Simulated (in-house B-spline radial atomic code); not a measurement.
RPA and G0W0 for Ga+, [Ar] 3d10 4s2, as one setting changes: the highest l of the empty states. Start: Hartree-Fock. A dash marks a level of low quasi-particle weight. Computed with a B-spline radial code for spherical atoms: all electrons, scalar-relativistic (spin-free one-electron X2C), finite nucleus, each spin shell either full or empty, empty states to the listed l with an (l + 1/2)⁻⁴ tail; G0W0 by contour deformation at full frequency.

```
highest l of the empty states  RPA summed (Eh)  RPA extrapolated (Eh)  G0W0 level (eV)
                            4          -1.8288                -2.0705       4s -20.460
                            5                ?                      ?                ?
                            6          -1.9888                -2.0793       4s -20.459
                            7                ?                      ?                ?
                            8          -2.0323                -2.0691       4s -20.456
                            9          -2.0416                -2.0665       4s -20.455
                           10          -2.0474                 -2.065       4s -20.455
                           11          -2.0512                -2.0641       4s -20.454
```

Problem. What belongs in the row for 5?

Solution. RPA summed (Eh): -1.9361; RPA extrapolated (Eh): -2.0856; G0W0 level (eV): 4s -20.466.

Problem. What belongs in the row for 7?

Solution. RPA summed (Eh): -2.0168; RPA extrapolated (Eh): -2.0741; G0W0 level (eV): 4s -20.457.
